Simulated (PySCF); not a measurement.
Structure from 2D NMR

Compound of formula C8H13F. Correlations simulated from computed shifts and the bond graph:

HSQC (one-bond C–H):
```csv
δH,δC
1.80,34.4
1.74,30.1
1.34,27.4
```

COSY cross peaks (H two or three bonds apart, from the bond graph; peaks can be absent where the dihedral angle is near 90°):
```csv
δH,δH
1.80,1.74
1.74,1.34
```

HMBC (two and three bonds, from the bond graph):
```csv
δH,δC
1.80,"94.3, 34.4, 30.1, 27.4"
1.74,"94.3, 34.4, 30.1, 27.4"
1.34,"34.4, 30.1"
```

Carbons without hydrogens: δ 94.3.

Rapidly exchanging positions averaged, isolated molecule, non-relativistic Hamiltonian, single conformer. Shielding tensors at PBE0/pcSseg-1 (GIAO); geometry from GFN2-xTB; PySCF 2.14.0 with density-fitted response routines.

Chemical shifts δ = σref − σ; ¹H and ¹³C vs TMS, all at this level.

Exchangeable hydrogens are left out of these lists.

Task: Assemble the structure.

Result: SMILES FC12CCC(CC1)CC2.

Numbering as in the mapped SMILES `[F:1][C@@:2]12[CH2:3][CH2:4][C@@H:5]([CH2:6][CH2:7]1)[CH2:8][CH2:9]2`. Hydrogens are named by the atom that carries them.

δC 94.3 is C2, a fully substituted sp3 carbon bonded to F. δC 34.4 is C3/C7/C9, an sp3 CH2 in a ring (δH 1.80). δC 30.1 is C4/C6/C8, an sp3 CH2 in a ring (δH 1.74). δC 27.4 is C5, an sp3 CH in a ring (δH 1.34). HMBC from δH 1.80 reaches the proton-free carbon C2. HMBC from δH 1.74 reaches the proton-free carbon C2. COSY links 1.80–1.74, 1.74–1.34.

The shifts were computed for this structure.

Shifts are as computed. Against solution values, carbons near 30 ppm lie about +3 ppm off and those near 130 ppm about +5 ppm. Of 1211 compounds with measured shifts, 218 miss one by over three times the rms of a fit or turn the order of signals round; such compounds aren't used in these exercises.
